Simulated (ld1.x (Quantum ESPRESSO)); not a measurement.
Results of a calculation; reference values are marked as such.
## Potentials for Hf compared

Generated with ld1.x 7.5 (TM, RRKJ, ultrasoft, PAW), atompaw 4.2 or ONCVPSP 4.0.1. The cutoff is in Ry: for ld1.x and atompaw files where the sum of valence levels is converged to 10 mRy in a Bessel basis, for ONCV files where the hardest occupied wave has 1 mHa per electron of residual kinetic energy. The error is the largest all-electron minus pseudo excitation energy over each file’s own four to seven test configurations (ionisations up to +4, promotions, holes and added fractions of an electron), all of which were solved. The labels leave out finer settings (local radius, basis sizes, second energies), which also bear on the numbers. Spin-polarised tests are not counted. The rows are a selection from randomly drawn settings: files with unsolved tests, undetermined cutoffs or missed reference levels are left out.

| potential | cutoff (Ry) | largest error (meV) | bound ghosts |
| --- | --- | --- | --- |
| TM, PBE, fully relativistic, rc 1.75/1.95/1.80 (spd), local s, core correction yes, reference 5s2 5p6 5d2 6s0 6p0 | 45 | +2647 | none |
| TM, LDA (PZ), scalar-relativistic, rc 2.35/3.60/3.14 (spd), local p, core correction yes, reference 5d2 6s1.75 6p0.25 | 18 | -327 | none |
| TM, PBE, scalar-relativistic, rc 2.70/3.20/1.60 (spd), local s, core correction no, reference 5d2 6s0 6p0 | 25 | +575 | none |
| TM, PBE, scalar-relativistic, rc 2.75/3.25/2.80 (spd), local s, core correction no, reference 5d2 6s1.5 6p0 | 21 | +320 | none |
| TM, PBE, scalar-relativistic, rc 3.20/1.60/2.20 (spd), local s, core correction yes, reference 5p6 5d2 6s2 6p0 | 45 | -705 | none |

Task: Fill in the row for Hf: RRKJ, PBEsol, scalar-relativistic, rc 2.20/4.00/2.50 (spd), local s, core correction no, reference 5d2.5 6s1.5 6p0.

Result: cutoff 21 Ry, largest error +138 meV, bound ghosts: none.

Task: Fill in the row for Hf: TM, PBEsol, scalar-relativistic, rc 2.05/3.20/2.15 (spd), local s, core correction no, reference 5d1 6s0 6p0.

Result: cutoff 21 Ry, largest error +1049 meV, bound ghosts: none.
